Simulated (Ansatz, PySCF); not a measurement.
System: RbCl, charge 1, multiplicity 2. 
Coordinates optimised at B3LYP-D3(BJ)/def2-TZVP (Ansatz, a quantum-chemistry and plane-wave program):
```xyz
2

Rb     0.0000     0.0000    -1.2282
Cl     0.0000     0.0000     2.6732
```
Charge +1, spin multiplicity 2.

Total electronic energies in hartree. Correlated levels leave the core frozen unless marked. Open shells are spin-unrestricted. No spin-orbit coupling. Frozen are the shells of the preceding noble gas and the d and f shells that filled before the atom's block. The outer core of K, Ca and their heavier congeners is not correlated, a term that matters for these elements. Past Kr the def2 sets carry scalar-relativistic core potentials. STO-3G rows are all-electron and non-relativistic. CBS(X,Y): correlation extrapolated as X^-3; Hartree-Fock from the larger set.

| level | program | energy (Eh) |
|---|---|---|
| HF/def2-QZVPP | Ansatz | -483.15645 |
| BP86-D4/def2-TZVPD | PySCF + dftd4 | -484.16148 |
| B97M-V/def2-TZVPD | Ansatz | -483.98016 |
| PBE0/STO-3G | Ansatz | -3363.77851 |
| TPSSh/def2-TZVPD | PySCF | -484.10156 |
| PW6B95-D4/def2-TZVPD | PySCF + dftd4 | ? |
| HSE06-D4/def2-TZVPD | Ansatz + dftd4 | -483.92233 |
| B2GP-PLYP-D3(BJ)/def2-TZVPD | Ansatz + dftd3 | ? |
| PBE-QIDH/def2-TZVPD | Ansatz | -483.75967 |
| MP2/def2-SVP | Ansatz | -483.09792 |
| MP2/def2-QZVPP | Ansatz | -483.33242 |
| SCS-MP2/def2-QZVPP | Ansatz | -483.33418 |
| CCSD/def2-QZVPP | Ansatz | -483.35482 |
| CCSD(T)/def2-QZVPPD | Ansatz | -483.36233 |
| CCSD(T)/CBS(def2-TZVPPD,def2-QZVPPD) | Ansatz | -483.3746 |

**Question.** Fill in the missing entries.

**Answer.** 
- PW6B95-D4/def2-TZVPD, energy (Eh): -484.43579
- B2GP-PLYP-D3(BJ)/def2-TZVPD, energy (Eh): -483.78885
